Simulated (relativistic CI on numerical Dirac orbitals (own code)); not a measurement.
**Os6+: 5d valence photoemission**

Computed with this model: Dirac-Coulomb-Breit CI, KLI orbitals optimised for each configuration, model QED (radiative potential, 1s self-energy scaled to tabulated hydrogen-like ionisation energies), valence Slater integrals scaled by 0.8, multiplet model of photoemission in the sudden approximation; configurations [Xe] 4f14 5d2 → [Xe] 4f14 5d; 300 K; Lorentzian 0.21 eV and Gaussian 0.5 eV FWHM. Energies are those of the free ion, without screening or charge transfer. The energies are binding energies and can lie tens of eV above those of solids. S is read from ⟨S²⟩ = S(S + 1).

Field parameters in Wybourne normalisation: Oh B⁴₀ = 21Dq, B⁴₄ = √(5/14) B⁴₀; Td as Oh with Dq negative (B⁴₀ = 21Dq, B⁴₄ = √(5/14) B⁴₀). The field is a parameter set, without covalency.

free ion: ground-state S = 0.92, centroid 85.38 eV. Peaks (eV, height): 85.3 (100).

Td, 10Dq = -7550 cm⁻¹: ground-state S = 0.96, centroid 85.64 eV. Peaks (eV, height): 85.6 (100).

Oh, 10Dq = 31700 cm⁻¹: ground-state S = 0.95, centroid 86.47 eV. Peaks (eV, height): 86.4 (100), 87.4 (8).

Oh, 10Dq = 33600 cm⁻¹: ground-state S = 0.95, centroid 86.55 eV. Peaks (eV, height): 86.5 (100), 87.5 (8).

Strongest unbroadened transitions for Oh, 10Dq = 31700 cm⁻¹:

| Energy (eV) | Relative strength |
| --- | --- |
| 86.33 | 7.1 |
| 86.40 | 100.0 |
| 87.42 | 0.5 |
| 87.50 | 5.4 |
| 90.85 | 0.0 |
| 90.93 | 0.3 |
